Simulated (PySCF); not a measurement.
## InF2, doublet: data card

All numbers come from PySCF, UPBE0, basis In def2-TZVP with ECP28, F def2-TZVP (scalar-relativistic core potentials, no spin–orbit coupling, density fitting).

The structure is a minimum.

```
Point group                                                                   : C2v
Bond lengths                                                                  : In–F 1.957 Å (×2)
Bond angles                                                                   : F–In–F 116.6°
Zero-point energy                                                             : 7.5 kJ/mol
Lowest empty level (β)                                                        : -4.66 eV
Highest occupied level (α)                                                    : -7.69 eV
Atomisation energy without zero-point energy                                  : 769 kJ/mol
Spin squared ⟨S²⟩                                                             : 0.754
Dipole moment                                                                 : 3.25 D
Rotational constants                                                          : 0.558, 0.1601, 0.1244 cm⁻¹
Principal polarisabilities                                                    : 32.5, 33.4, 40.1 bohr³
Enthalpy at 298.15 K above 0 K                                                : 12.67 kJ/mol
Rotational symmetry number                                                    : 2
Heat capacity Cp at 298.15 K                                                  : 50.6 J/(mol K)
Principal quadrupole moments (Buckingham, traceless) about the centre of mass : -11.05, 2.28, 8.77 D Å
Entropy at 298.15 K and 1 bar (electronic part: spin only)                    : 291.0 J/(mol K)
```

Harmonic modes (masses in u: In 114.904, F 18.998):
| symmetry | ω (cm⁻¹) | IR (km/mol) | μ (u) | type |
| --- | --- | --- | --- | --- |
| a1 | 125 | 20.7 | 21.92 | bend |
| a1 | 554 | 40.6 | 20.52 | stretch |
| b2 | 572 | 110 | 22.65 | stretch |

In C2v the vibrations span 2a1 + b2. Here b1 is antisymmetric to the molecular plane and b2 lies in it.

Charges (e):
| atom | Mulliken | Löwdin | polar tensor | spin (Mulliken) | Mayer order to In1 |
| --- | --- | --- | --- | --- | --- |
| In1 | 0.92 | 0.52 | 1.22 | 0.77 | – |
| F2,3 | -0.46 | -0.26 | -0.61 | 0.11 | 0.85 |

Mulliken populations on In1 (electrons outside its core potential): s 3.24, p 6.61, d 10.15, f 0.08.

Outer orbital energies (eV). α occupied: -22.14, -13.07, -11.67, -10.90, -10.85, -10.61, -10.54, -7.69; empty: -2.01, -0.34, 0.02, 2.04. β occupied: -22.02, -21.98, -12.38, -10.79, -10.78, -10.60, -10.50, -10.41; empty: -4.66, -1.29, 0.16, 0.55.

Other isomers or separated fragments may lie lower. Spin–orbit coupling, left out here, can matter for elements this heavy.

The final relaxation and frequency run took roughly 70 core-seconds on a shared host.
